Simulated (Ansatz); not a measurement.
Compare A (`ClB1CO[SiH2]1`) with its isomer B (`O[SiH]1CB1Cl`).

Calculated with Ansatz (gas phase, PBE0-D4/def2-TZVP geometries, no zero-point term in ΔE). CCSD(T)/CBS adds triple-zeta CCSD(T) − MP2 to the extrapolated MP2 energy (def2 sets, frozen cores). Functionals use def2-TZVPP. B3LYP here is the variant with VWN-RPA as its local correlation; programs differ in this. Each species was taken in one conformer, which may not be the lowest.

Problem. Which isomer does CCSD(T)/CBS put lower? Give the gap. (Estimate.)

Solution. Ansatz gave: B, by 5.4 kcal/mol.

Problem. Give E(B) − E(A) in kcal/mol with B3LYP-D4, r2SCAN-D4, B2PLYP, ωB97M-V, CCSD(T)/def2-TZVPP, PBE0-D4, HF/def2-TZVPP. (Estimate.)

Solution. The calculation gave: B3LYP-D4 -4.4, r2SCAN-D4 -7.0, B2PLYP -5.1, ωB97M-V -5.2, CCSD(T)/def2-TZVPP -4.7, PBE0-D4 -5.5, HF/def2-TZVPP 2.5. The order is the other way round with HF/def2-TZVPP.

Largest T1 diagnostic: 0.013.

From PBE to PBE0 (25 % exact exchange), in def2-TZVPP and without D4, E(B) − E(A) moves by +1.5 kcal/mol. In def2-TZVPP, CCSD(T) changes the Hartree–Fock value by −7.2 kcal/mol (the triples alone add −1.3 kcal/mol) and MP2 by −9.8 kcal/mol.
